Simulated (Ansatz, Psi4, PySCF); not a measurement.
C₂H₉AlOSi (SMILES [CH3][Al]([CH3])[O][SiH3]), singlet, at a GFN2-xTB geometry (such geometries of metal compounds can be far from the true shape). Base run: MP2/STO-3G run with PySCF.

The PySCF input:
```python
from pyscf import gto, scf, mp

mol = gto.M(
    atom='''
Al    0.16418219    0.80306897    0.52935491
C     1.71992852    1.91197601   -0.04275149
H     2.65378921    1.34370309    0.00714559
H     1.85268461    2.80857798    0.56567260
H     1.61632416    2.23576822   -1.08292934
C    -1.10034460    1.11363958    2.03992938
H    -1.09292977    0.27495355    2.74276804
H    -2.13109745    1.20242795    1.68352884
H    -0.87444355    2.01710462    2.60931924
O    -0.12203492   -0.58596264   -0.38609585
Si   -0.39320375   -1.92451346   -1.27014763
H    -1.59910444   -2.56410911   -0.74057254
H     0.78190080   -2.78542267   -1.12070468
H    -0.57786386   -1.49570395   -2.65807554
''',
    basis='sto-3g',
    verbose=4,
)

mf = scf.RHF(mol)
mf.kernel()

pt = mp.MP2(mf)
pt.kernel()
print('E(MP2) = %.10f' % pt.e_tot)
```

The same geometry, method and basis name were run in Ansatz (a program for electronic structure) and Psi4 and PySCF, at each program's defaults and at the settings that a row names. The base is PySCF at its defaults. Differences at the defaults can come from grids, fitting, cores and function types together.

| code and settings | ΔE vs base (mEh) | basis functions | E (Eh) | SCF cycles |
|---|---|---|---|---|
| PySCF, defaults (exact integrals, spherical functions, all electrons correlated) | 0.000 | 42 | -678.82733 | 9 |
| Psi4, defaults (density fitting with its default set, spherical functions, all electrons correlated) | -0.817 | 42 | -678.82815 | 10 |
| Ansatz, defaults (factorised integrals, spherical functions, frozen core) | 12.289 | 42 | -678.81504 | - |
| PySCF, frozen core | 12.272 | 42 | -678.81506 | 9 |
| Psi4, exact integrals, spherical functions, frozen core | 12.273 | 42 | -678.81506 | 10 |
| Ansatz, high accuracy, frozen core | 12.272 | 42 | -678.81506 | - |
